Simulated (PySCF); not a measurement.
**A survey of ¹⁷O NMR shifts**

- structure optimised with GFN2-xTB
- σ from GIAO-PBE0/pcSseg-1
- code: PySCF 2.14.0 with density-fitted response routines
- one averaged value for each set of equivalent atoms, non-relativistic, single conformer, gas phase

Shieldings were converted by a linear fit to measured shifts: ¹⁷O: δ = 266.70 − 0.911σ (rms 10.7 ppm, 155 shifts, 12.2 ppm with the 3 outliers that the fit left out vs liquid water, solution or neat liquid). A few per cent of atoms miss by over 2 rms, more outside the fitted compound classes.

Task: Give the ¹⁷O shifts of `CC(F)(F)C(=O)Cl`, `O=P1(c2ccco2)CC=CC1`, `COCO[SiH2]OC`, `COCc1cnsn1`.

Result: 
```csv
compound,environment,δ (ppm)
CC(F)(F)C(=O)Cl,carbonyl oxygen,510.1
[O:1]=[P:2]1([c:3]2[cH:4][cH:5][cH:6][o:7]2)[CH2:8][CH:9]=[CH:10][CH2:11]1,O7: aromatic ring oxygen,237.2
[O:1]=[P:2]1([c:3]2[cH:4][cH:5][cH:6][o:7]2)[CH2:8][CH:9]=[CH:10][CH2:11]1,O1: P=O oxygen,40.6
[CH3:1][O:2][CH2:3][O:4][SiH2:5][O:6][CH3:7],"O4: oxygen bonded to C, Si",31.9
[CH3:1][O:2][CH2:3][O:4][SiH2:5][O:6][CH3:7],O2: ether oxygen,23.0
[CH3:1][O:2][CH2:3][O:4][SiH2:5][O:6][CH3:7],"O6: oxygen bonded to C, Si",-21.3
COCc1cnsn1,ether oxygen,-25.8
```

Task: Order these by ¹⁷O shift, lowest first.
A. CC(F)(F)C(=O)Cl
B. N#CCO[SiH]([SiH3])[SiH3]
C. C#C[Si@H]([SiH3])O[SiH2]N

Result: B (-41.0 ppm, oxygen bonded to C, Si), C (-5.9 ppm, oxygen bonded to 2 Si), A (510.1 ppm, carbonyl oxygen).
